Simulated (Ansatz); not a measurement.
As2Se, relaxed as a triplet with UKS PBE0-D4/def2-TZVP in Ansatz, starting from the PBE0-D4/def2-TZVP geometry of the neutral singlet. Force threshold 0.02 eV/Å.

At PBE0-D4/def2-TZVP a singlet of charge 0 lies 0.07 eV below the triplet, each at its own geometry. The structure comes from a short search, and lower isomers may exist.

Start:

Cartesian coordinates in Å:
```
As 0.128 0.215 1.293
As 1.043 -0.590 -0.547
Se -1.171 0.375 -0.746
```

```
step   energy (eV)  largest force component (eV/Å)  SCF passes
   1  -187010.2698                           2.590          19
   2  -187010.6935                           0.423          26
   3  -187010.6999                           0.017          29
```

Force components are those of the run's own axes.

End:

```xyz
3

As    0.0417    0.2675    1.3550
As    1.0450   -0.6151   -0.6624
Se   -1.0867    0.3477   -0.6925
```

By distances, no bond broke or formed. The bond that changes most is As1–As2, from 2.21 to 2.42 Å (atoms count from 1).

No frequencies were taken in this run, so the end may be a saddle point.

It took 16 s on 4 threads of Intel Xeon Platinum 8259CL on a shared host.
